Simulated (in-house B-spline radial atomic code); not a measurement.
Ni2+ is squeezed into an impenetrable sphere of radius R (the orbitals vanish at R). Method: Dirac-Kohn-Sham LDA VWN5, spherical fractional occupations, Fermi nucleus of rms radius 3.7757 fm. Calculated with a radial B-spline atomic code at the basis-set limit.

Energies in eV above the free ion in [Ar] 3d8:

| R (bohr) | highest level (eV) | [Ar] 3d8 | [Ne] 3s2 3p5 3d9 |
| --- | --- | --- | --- |
| 8.56 | -28.6 | 0 | 62.47 |
| 6.25 | -28.6 | 0.001253 | 62.48 |
| 5.2 | -28.6 | 0.01734 | 62.49 |
| 4.45 | -28.4 | 0.1082 | 62.58 |
| 3.43 | -27.3 | 1.239 | 63.73 |
| 3.2 | -26.5 | 2.143 | 64.67 |
| 2.8 | -24.3 | 5.642 | 68.35 |
| 2.18 | -14.9 | 28.05 | 92.05 |
| 1.92 | -5.48 | 59.32 | 124.8 |
| 1.41 | 44 | 316.9 | 387.9 |

Does [Ne] 3s2 3p5 3d9 fall below [Ar] 3d8 under compression?

No, it stays above over the whole range.

The highest level is first positive in the row R = 1.41 bohr, pushed up by confinement above the zero of the free ion's potential. Each configuration is held fixed and needn't be the lowest in the sphere.
